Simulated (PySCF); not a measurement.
# Relaxation of singlet SeOBr₂

Computed with PySCF, PBE, basis Se def2-SVP, O def2-SVP, Br def2-SVP (no relativity, density fitting). A (50,194) grid was used.

A hand-made trigonal pyramidal start, of Cs symmetry, held to at least that symmetry:

```xyz
4
charge 0 multiplicity 1, angstrom
Se   -0.2702   -0.4679   -0.7202
O    -0.9941   -1.7219    0.0497
Br    1.7606   -0.4679    0.3596
Br   -1.2856    1.2908    0.3596
```

Optimiser trace:
```
step  E − E(last) (kJ/mol)  largest gradient (Eh/bohr)
   0                 32.43                     0.03321
   1                  6.67                     0.01361
   2                  0.40                     0.00713
   3                  0.06                     0.00152
   4                  0.02                     0.00038
   5                  0.00                     0.00048
   6                  0.00                     0.00013
```

It ends at Cs with Se–Br 2.436 Å (×2), Se–O 1.626 Å; Br–Se–Br 99.6°, Br–Se–O 107.5° (×2) (after a last refinement on a finer grid). The frequency run here used a shortcut that can spoil soft modes, so no verdict on minimum or saddle point is given. Other isomers or separated fragments may lie lower.

The relaxation took of the order of 60 core-seconds on a shared host.
